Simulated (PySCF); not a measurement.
Species: [InCl4]- (charge -1).
Bonds: In1–Cl2, In1–Cl3, In1–Cl4, In1–Cl5.

Computed by this run: PySCF, PBE0-D3(BJ)/def2-SVP geometry optimisation, gas phase, def2 core potentials past Kr; density fitting, grid level 1; the optimiser is geomeTRIC in internal coordinates, started from a GFN2-xTB structure with every atom displaced at random (about 0.03 Å).

Step 0: E = -55241.1287 eV
```
atom  x, y, z in Å  |  force x, y, z in eV/Å
In1     0.0619   -0.0763    0.0111   -1.773   0.547   0.075
Cl2    -0.0064   -0.0300    2.3507    0.022  -0.048   0.744
Cl3     2.1586    0.0038   -0.8209    1.961  -0.066  -0.652
Cl4    -1.0203    1.9356   -0.7774   -0.030  -0.042   0.001
Cl5    -1.1190   -1.9437   -0.8255   -0.181  -0.390  -0.167
```

Question: Estimate the geometry and energy of step 1. (The exact step hangs on the optimiser's Hessian estimate; all steps are aligned on step 0, rigid shifts and turns removed.)

Answer: E = -55241.2948 eV, largest force 0.324 eV/Å
```
atom  x, y, z in Å  |  force x, y, z in eV/Å
In1     0.0330   -0.0487    0.0031   -0.240   0.209  -0.058
Cl2    -0.0110   -0.0347    2.4012    0.050  -0.039  -0.050
Cl3     2.2631   -0.0157   -0.8474    0.025  -0.065   0.070
Cl4    -1.0656    1.9528   -0.7830    0.077  -0.142   0.034
Cl5    -1.1446   -1.9641   -0.8360    0.089   0.036   0.004
```

The energy changes by -0.1661 eV. The first-order estimate −F·Δx gives -0.3418 eV and the mean of the old and new forces, exact on a quadratic surface, -0.1726 eV. The step makes an angle of 34° with the force vector and moves no atom by more than 0.110 Å.

The cost below is that of the whole optimisation. The run took 46 s of wall time on one thread of an Arm Neoverse V1, no GPU (shared host), and the process peaked at 0.40 GiB of memory.
